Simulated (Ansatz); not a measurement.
Geometry optimisation, Ansatz 0.2.0, UKS CAM-B3LYP-D4/def2-SVP.

Input file:

```yaml
crystal:
  periodic: [false, false, false]
  atoms:
    - { symbol: Br, position_ang: [-1.328494, -1.399974, 1.416739] }
    - { symbol: B, position_ang: [0.106228, 0.26378, -1.090767] }
    - { symbol: C, position_ang: [0.028016, -0.124033, 0.959259] }
    - { symbol: H, position_ang: [0.359321, -0.854196, -1.47099] }
    - { symbol: H, position_ang: [-1.014074, 0.692606, -1.230332] }
    - { symbol: H, position_ang: [-0.208114, 0.890966, 1.282642] }
    - { symbol: H, position_ang: [1.016064, 1.046631, -0.929993] }
    - { symbol: H, position_ang: [1.041053, -0.515781, 1.063442] }
magnetization:
  spin_polarized: true
  initial_magnetization: 1
basis:
  gaussian: { orbitals: def2-SVP }
hamiltonian:
  xc: cam_b3lyp
  dispersion: d4
relax:
  f_tol: 0.03
  max_steps: 50
```

Launched with:

```bash
$ ansatz run input.yaml --threads 4 --pin off --max-ram 5120MiB --backend cpu --events-out ev --progress --plain --runs-dir out
```

Task: Where does it end, and by what steps?

Result: The run converged. After 4 steps the energy has fallen by 0.060 eV; Br1 moved furthest, 0.13 Å.

```json
{"step": "0", "energy less start (eV)": "0.0000", "largest force component (eV/Å)": "0.953", "accepted": "yes"}
{"step": "1", "energy less start (eV)": "-0.0505", "largest force component (eV/Å)": "0.423", "accepted": "yes"}
{"step": "2", "energy less start (eV)": "-0.0581", "largest force component (eV/Å)": "0.115", "accepted": "yes"}
{"step": "3", "energy less start (eV)": "-0.0598", "largest force component (eV/Å)": "0.050", "accepted": "yes"}
{"step": "4", "energy less start (eV)": "-0.0602", "largest force component (eV/Å)": "0.022", "accepted": "yes"}
```

```xyz
8
Properties=species:S:1:pos:R:3
Br -1.291 -1.349 1.303
B 0.085 0.239 -1.055
C 0.037 -0.116 0.955
H 0.340 -0.871 -1.457
H -1.031 0.673 -1.217
H -0.188 0.896 1.296
H 0.997 1.025 -0.903
H 1.051 -0.499 1.079
```

Whether the end is a true minimum wasn't checked by a vibrational analysis.

The run took 17 s on 4 threads of Arm Neoverse N1 (shared host), peak memory 0.27 GiB.
